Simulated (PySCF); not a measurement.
Dipole moment and polarisability of `C[NH2+][B@-](C)(C#N)C(C)C`

Species: C6H15BN2.
Structure used (PBE0-D3(BJ)/def2-SVP), in Å, numbered top down from 1:
```xyz
24
C6H15BN2 angstrom
C      2.595    0.652    1.141
N      1.129    0.578    1.150
B      0.379    0.222   -0.271
C      0.902   -1.218   -0.780
C      0.850    1.404   -1.236
N      1.217    2.281   -1.903
C     -1.226    0.315    0.022
C     -1.735   -0.790    0.945
C     -1.683    1.687    0.516
H      2.901    1.394    0.392
H      2.986    0.935    2.128
H      3.002   -0.323    0.851
H      0.810   -0.125    1.820
H      0.735    1.466    1.471
H      0.770   -2.011   -0.023
H      0.320   -1.528   -1.663
H      1.960   -1.227   -1.089
H     -1.694    0.157   -0.968
H     -1.293   -0.726    1.959
H     -2.827   -0.732    1.093
H     -1.508   -1.794    0.556
H     -2.780    1.747    0.618
H     -1.283    1.926    1.522
H     -1.364    2.492   -0.164
```

Level: CAM-B3LYP/def2-SVPD (PySCF), static field, nuclei fixed, core orbitals frozen in the response. The polarisability tensor in these axes (au):

```
x   103.57   2.68  -3.58
y     2.68 100.91  -5.17
z    -3.58  -5.17  95.54
```

Problem. What are the eigenvalues, a third of the trace, and Δα (Δα² = ½Σ(αi − αj)² over the three pairs)?

Solution. Principal values 92.13, 99.84 and 108.05 au; mean 100.01 au = 14.82 Å³ = 16.49 × 10⁻⁴⁰ C²·m²/J; Δα = 13.79 au (14 % of the mean).

Problem. What is the dipole moment, and where does it point?

Solution. (1.01, -2.06, 6.06) D, 6.48 D in size, pointing from the negative to the positive side. Measured along this direction, the outermost atoms are N6 at the negative end and H11 at the positive end.

Problem. Traceless (Buckingham) quadrupole moment about the centre of nuclear charge: eigenvalues?

Solution. -19.39, 2.28, 17.11 D·Å. The values depend on the origin, since the dipole doesn't vanish. The electronic extent ⟨r²⟩ about the same centre is 1388 bohr², a root-mean-square distance of 2.36 Å for the 70 electrons.

Problem. Sum over states: ᾱ = Σ f/ω², ω in Eh. What share falls to these 10 lowest TDDFT singlets (eV, f)? 6.76, 0.0083; 7.29, 0.0015; 7.57, 0.0080; 7.81, 0.0114; 7.91, 0.0021; 7.98, 0.0145; 8.05, 0.0159; 8.12, 0.0182; 8.30, 0.0250; 8.42, 0.0270.

Solution. They add up to 1.53 au, 1.5 % of the 100.01 au; the largest single term is 0.28 au, from the state at 8.42 eV. Terms in order: 0.13, 0.02, 0.10, 0.14, 0.02, 0.17, 0.18, 0.20, 0.27, 0.28 au. Higher excitations give the rest. The strengths listed sum to 0.132.

Problem. What depolarisation ratio follows for Rayleigh scattering of linearly polarised light, taking the static tensor?

Solution. ρ = 3Δα²/(45ᾱ² + 4Δα²) = 570.6/(450054 + 760.9) = 0.00127.

Problem. How large is μ²/3kT at 500 K beside α?

Solution. In Gaussian units μ²/3kT = 202.80 Å³ against 14.82 Å³, a ratio of 13.68; the Debye molar polarisation (4π/3)N_A(α + μ²/3kT) is 548.9 cm³/mol, leaving out the vibrational part.

Problem. Directions of the eigenvectors, and the extent of the frame along each?

Solution. Largest value along (0.69, 0.58, -0.44), where the nuclei span 5.84 Å; middle along (0.70, -0.67, 0.23), 5.51 Å; least along (0.16, 0.46, 0.87), 4.88 Å. The response follows the extents in order.

The structure is a single PBE0-D3(BJ)/def2-SVP conformer in the gas phase; no vibrational or solvent corrections.

The run behind these numbers computed excited states and ΔSCF ions as well. Hardware: one thread, x86-64 server, no GPU, on a shared host. Cost: 8.0 min of wall time.
